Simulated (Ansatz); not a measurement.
Cartesian coordinates (Å):
```xyz
4

Cl    -0.0873     2.1593    -0.0130
Al    -0.0033     0.0827    -0.0005
I     -2.0801    -1.2069     0.0076
I      2.1708    -1.0351     0.0059
```
Charge 0, spin multiplicity 1.

Method: Ansatz (a quantum-chemistry and plane-wave program) with frozen-core CCSD(T)/def2-TZVPP // PBE0-D3(BJ)/def2-TZVP.

- HF energy = -1294.96986 Ha
- MP2 correlation energy = -1.24257 Ha

Estimate the CCSD correlation energy, the (T) correction, the total energy and the T1 diagnostic.


The CCSD correlation energy comes out as -1.20016 Ha and the (T) correction is -0.03270 Ha. The CCSD(T) total energy comes out as -1296.20273 Ha and the T1 diagnostic comes out as 0.008.
